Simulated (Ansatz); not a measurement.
Basis-set extrapolation for C3H9B2N, SMILES `BN(B)CC=C` (PBE0-D4/def2-TZVP geometry, frozen core, Ansatz 0.2.0). Multiplicity 1, RHF reference.

```tsv
	def2-TZVPP	def2-QZVPP
HF	-222.766135	-222.776784
MP2 correlation	-0.906472	-0.964624
CCSD(T) correlation	-1.003485	not run
```

Energies in hartree. Use E(X) = E(∞) + A·exp(−7.88·√X) for Hartree–Fock and E(X) = E(∞) + B·X^(−2.97) for correlation, with X = 3 and 4, and add CCSD(T) minus MP2 of the smaller set to the MP2 limit.

**Question.** What is the CCSD(T) energy at the basis-set limit?

**Answer.** HF limit: -222.776784 + (-0.010649) × 0.13774 = -222.77825. MP2 limit: -0.964624 + (-0.058152) × 0.74074 = -1.00770. Higher-order term: -1.003485 − (-0.906472) = -0.09701. Total: -223.88296 hartree, 71.1 kcal/mol below CCSD(T)/def2-TZVPP.
